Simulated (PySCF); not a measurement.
C3H11BO2Si (SMILES C[Si](C)(C)B(O)O), singlet, geometry from GFN2-xTB, atoms displaced at random by about 0.08 Å a coordinate. Base run: PySCF with PBE0/STO-3G, gradient.

Here is a job for PySCF.
```python
from pyscf import gto, scf, dft

mol = gto.M(
    atom='''
B     0.51749258   -0.42858586    1.14685717
O     0.16370420   -1.40970347    1.89429352
H     0.84475460   -1.51609329    2.65057858
O     1.74401937    0.70545303    1.53119736
H     2.24550585    0.22340718    2.23099691
Si   -0.29012830    0.14457003   -0.59561196
C     0.74659633    1.05023238   -1.91189563
C    -1.81069260    1.31319330   -0.10041947
C    -1.21699898   -1.36603518   -1.43308614
H     0.23896890    1.29138863   -2.69061651
H     1.24193418    2.04849404   -1.41302654
H     1.48518852    0.21240389   -2.16767944
H    -1.52579301    2.25341676    0.33117697
H    -2.50610289    0.90042192    0.46604594
H    -2.38178576    1.64651015   -1.14247003
H    -1.75707382   -1.79187634   -0.75937022
H    -0.23644762   -2.05631888   -1.72276175
H    -1.66051366   -1.00851654   -2.19318248
''',
    basis='sto-3g',
    verbose=4,
)

mf = dft.RKS(mol)
mf.xc = 'pbe0'
mf.kernel()
g = mf.nuc_grad_method()
grad = g.kernel()
```

The coordinate followed is y of atom 9.

Each row names what was changed in the base input (with any setting that the change needs).

| change | dE/dx (Eh/bohr) | net force (Eh/bohr) |
|---|---|---|
| base | -0.002811 | 0.000081 |
| density fitting = on | -0.002824 | 0.000081 |
| conv_tol = 1e-11 | -0.002811 | 0.000081 |
| grids.level = 5; grid_response = off | -0.002809 | 0.000007 |
| grids.level = 1; grid_response = off | -0.002879 | 0.000634 |
| conv_tol = 1e-6 | -0.002809 | 0.000081 |
| grids.level = 5; grid_response = on | -0.002808 | 0.000000 |
| grids.level = 1; grid_response = on | -0.002840 | 0.000000 |
| finite difference step (bohr) = 0.05; conv_tol = 1e-11 | -0.002806 | - |
| finite difference step (bohr) = 0.2; conv_tol = 1e-11 | -0.002380 | - |
| grid_response = on | -0.002833 | 0.000000 |
| grids.level = 0; grid_response = on | -0.001659 | 0.000000 |

The net force is zero for an exact gradient.
